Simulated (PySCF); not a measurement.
A calculated (M06-2X, PySCF 2.14, x2c-TZVPall, the spin-free X2C one-electron Hamiltonian (Gaussian nucleus)) atom or ion has these occupied shells.

| shell | electrons | orbital energy (eV) | rms radius, mean of both spins (bohr) |
| --- | --- | --- | --- |
| 1s α | 1 | -13468.1 | 0.0492 |
| 1s β | 1 | -13467.8 | 0.0492 |
| 2s α | 1 | -1814.5 | 0.206 |
| 2s β | 1 | -1814.3 | 0.206 |
| 2p α | 3 | -1607.3 | 0.183 |
| 2p β | 3 | -1607.1 | 0.183 |
| 3s α | 1 | -293.44 | 0.590 |
| 3s β | 1 | -293.09 | 0.590 |
| 3p α | 3 | -227.28 | 0.608 |
| 3p β | 3 | -226.82 | 0.608 |
| 3d α | 5 | -115.75 | 0.647 |
| 3d β | 5 | -115.48 | 0.647 |
| 4s α | 1 | -59.009 | 1.68 |
| 4s β | 1 | -54.184 | 1.68 |
| 4p α | 2 | -43.847 | 1.88 |

Problem. Name the element and its charge.

Solution. Br³⁺ (bromine, charge +3), in [Ar] 3d10 4s2 4p2, high-spin 3P determinant.
